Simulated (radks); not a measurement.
Problem. The mean radii <r> (bohr) of the occupied orbitals of an atom or ion are listed with their occupations. All-electron calculation, Dirac Kohn-Sham, LDA (Slater exchange, Perdew-Wang correlation), spin-unpolarised, spherical densities, finite nucleus; Fermi nuclear charge, rms radius of each element as measured or else 0.836 A^(1/3) + 0.57 fm. Program: a radial shooting solver on a logarithmic mesh with Libxc functionals.

orbital     occ.      <r>
1s1/2          2  0.04549
2s1/2          2   0.1967
2p1/2    1.66667   0.1684
2p3/2    3.33333   0.1718

Name the element and its charge. Open shells, if any, are shared by 2j + 1.

Solution. Z = 33, arsenic, charge +24: As24+ in [He] 2s2 2p5. The 1s radius gives Z: for a bare nucleus <r> = (2 gamma + 1)/(2Z) with gamma = sqrt(1 - (Z/c)^2), 0.04456 bohr for Z = 33, and screening makes it slightly larger (0.04549 here). The occupations add up to 9, and the charge is Z minus that.
